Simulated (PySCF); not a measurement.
Si(Me)2(NHMe)2, SMILES CN[Si](C)(C)NC (GFN2-xTB optimised geometry):

```
21

C     -2.148    -1.509    -1.911
N     -0.775    -1.430    -1.476
Si    -0.269    -0.691     0.000
C      1.629    -0.691     0.000
C     -0.946     1.096     0.000
N     -0.780    -1.625     1.374
C     -0.347    -1.385     2.733
H     -2.192    -1.607    -2.998
H     -2.689    -2.354    -1.468
H     -2.658    -0.592    -1.628
H     -0.246    -2.230    -1.786
H      2.023    -1.679     0.213
H      2.017    -0.012     0.751
H      2.022    -0.375    -0.959
H     -0.507     1.679     0.805
H     -2.023     1.114     0.143
H     -0.730     1.609    -0.931
H     -1.723    -1.986     1.353
H      0.694    -1.072     2.715
H     -0.932    -0.605     3.234
H     -0.424    -2.304     3.318
```

Calculation: CAM-B3LYP/def2-SVP (PySCF).

Question: What are the frontier orbital energies and the dipole moment?

Answer: HOMO-2 -9.76 eV, HOMO-1 -7.77 eV, HOMO -7.49 eV, LUMO 2.34 eV, LUMO+1 3.02 eV; dipole moment 1.00 D.

Meta-Löwdin charges at CAM-B3LYP/def2-SVP: C1 -0.17, N2 -0.57, Si3 1.07, C4 -0.56, C5 -0.57, N6 -0.59, C7 -0.17, H8 0.09, H9 0.07, H10 0.10, H11 0.20, H12 0.11, H13 0.10, H14 0.11, H15 0.10, H16 0.10, H17 0.11, H18 0.20, H19 0.10, H20 0.07, H21 0.09.
